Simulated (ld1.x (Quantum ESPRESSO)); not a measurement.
**Pseudopotential generation for lithium: TM, LDA (PZ), scalar-relativistic.**

Li (Z = 3), norm-conserving Troullier–Martins (Kleinman–Bylander form), made with ld1.x (Quantum ESPRESSO) 7.5 (LDA (PZ), scalar-relativistic). Core none, reference 1s2 2s0.5 2p0 (charge +0.5). Waves: 1s (bound): rc 0.75 bohr; 2p (bound, empty): rc 3.95 bohr. Local part: all-electron potential smoothed inside 1.65 bohr (lloc = -1). Core correction: none.

Occupied shells without a wave of their own: 2s. They enter only through the test configuration that unscreens the potential.

Problem. Does the generator finish with these settings?

Solution. Yes, a potential is produced.

Problem. Estimate the cutoffs (Ry, on a coarse ladder) from which the occupation-weighted sum of valence levels, in a spherical-Bessel basis at the reference potential, stays within 10 and 1 mRy of its value at 400 Ry.

Solution. 140 Ry and 300 Ry.

Problem. Does the potential have ghost states?

Solution. No extra level below or beside the all-electron valence levels (s, p, d, f tested).

Problem. Which valence shell sets the plane-wave cutoff?

Solution. 1s: its level needs 260 Ry to come within 1 mRy, against 110 Ry for 2s.

Problem. Tests: 1s2 2s1 2p0; 1s2 2s0 2p0; 1s2 2s0 2p1; 1s1 2s1 2p0. Which has the largest error in its energy relative to the reference configuration, and how large is it?

Solution. 1s1 2s1 2p0, with -112 meV (all-electron minus pseudo) on +65.33 eV.
